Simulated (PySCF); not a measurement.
# How strongly C binds etchant and ambient atoms

CCSD(T) extrapolated to the basis-set limit (PySCF; Br2 CCSD(T)/CBS(TQ), CBr CCSD(T)/CBS(TQ)+CV, CF CCSD(T)/CBS(TQ)+CV+SR, CH CCSD(T)/CBS(TQ)+CV+SR, CN CCSD(T)/CBS(TQ)+CV+SR, CO CCSD(T)/CBS(TQ)+CV+SR, F2 CCSD(T)/CBS(TQ)+CV+SR, H2 CCSD(T)/CBS(TQ)+SR, N2 CCSD(T)/CBS(TQ)+CV+SR, O2 CCSD(T)/CBS(TQ)+CV+SR; CV core-valence, SR scalar-relativistic term); no spin–orbit coupling. D0 is De less the harmonic zero-point energy.

| X | state of CX | D0(CX) (eV) | D0(X₂) (eV) |
| --- | --- | --- | --- |
| H | doublet (π ↑) | 3.47 | 4.48 |
| F | doublet (π ↑) | 5.65 | 1.62 |
| Br | doublet (π ↑) | 3.52 | 2.21 |
| O | singlet (closed shell) | 11.12 | 5.09 |
| N | doublet (σ ↑) | 7.68 | 9.74 |

Question: Give the energy of C + X₂ → CX + X at 0 K for each X.

Answer: H: 4.48 − 3.47 = +1.01 eV; F: 1.62 − 5.65 = -4.03 eV; Br: 2.21 − 3.52 = -1.31 eV; O: 5.09 − 11.12 = -6.03 eV; N: 9.74 − 7.68 = +2.06 eV (composite CCSD(T); negative means exothermic).

Question: Does an atom of Br displace O from CO?

Answer: CO + Br → CBr + O has ΔE = 11.12 − 3.52 = +7.60 eV at composite CCSD(T), so it is uphill.

Gas-phase diatomics only hint at surface chemistry, where an atom holds several bonds.

Correlated steps freeze the inner cores (0 to 18 orbitals); shallow outer-core shells are correlated. Spin–orbit coupling is left out. Where the molecule has an RHF reference, its open-shell atoms are computed with UHF. The CCSD T1 diagnostic is raised in CN, a sign that a single reference may not be enough there. States were picked by a PBE0 search and need not be the measured ground states.
